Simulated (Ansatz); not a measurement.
```yaml
crystal:
  periodic: [false, false, false]
  atoms:
    - {symbol: C, position_ang: [-0.403676, -0.325041, -0.221763]}
    - {symbol: Si, position_ang: [0.480301, 0.263309, 0.277774]}
    - {symbol: Se, position_ang: [-0.240044, 0.723822, -0.795793]}
    - {symbol: H, position_ang: [-0.311747, -0.838091, -0.598275]}
    - {symbol: H, position_ang: [-0.995387, -0.346774, 0.056509]}
    - {symbol: H, position_ang: [0.296872, 0.692149, 1.248340]}
    - {symbol: H, position_ang: [1.242659, -0.085960, 0.224226]}
basis:
  gaussian: {orbitals: x2c-TZVPPall}
hamiltonian: {xc: {name: SPW92}, pseudopotentials: {relativity: none}}
```

```sh
$ ansatz run in.yaml --threads 2 --pin off --events-out ev --progress --plain --max-ram 4352MiB
```

Output, abridged:

```
Functional definition: SPW92
1097 factors; their error is unknown
mean field evaluation 1: about -73698.0429 eV, gradient 1.6e2 eV
mean field evaluation 2: about -73570.2967 eV, gradient 2.7e2 eV
mean field evaluation 4: about -73740.4839 eV, gradient 1.8e1 eV
mean field evaluation 8: about -73740.9270 eV, gradient 3.4e-1 eV
mean field evaluation 16: about -73740.9000 eV, gradient 1.3e-4 eV
mean field -73740.90002313 eV, -2709.9280924727 hartree, gradient 3.2e-5 eV, S^2 0.000000; 0 other end points of the search recorded, 0 dependent functions left out
reference -73740.90005222 eV, -2709.9280935417 hartree; 29, 29 occupied and 148, 148 virtual orbitals, 1097 factors
WARN: the results are in doubt because the basis set is contracted for relativity, which is off
Total energy: -73740.90005222 eV, -2709.9280935417 hartree
In doubt: the basis set is contracted for relativity, which is off
```

Question: Something in this input is off. What?

Answer: The geometry is squeezed to about two thirds of its size. Self-consistency was reached. The result belongs to that input, not to the molecule as meant.
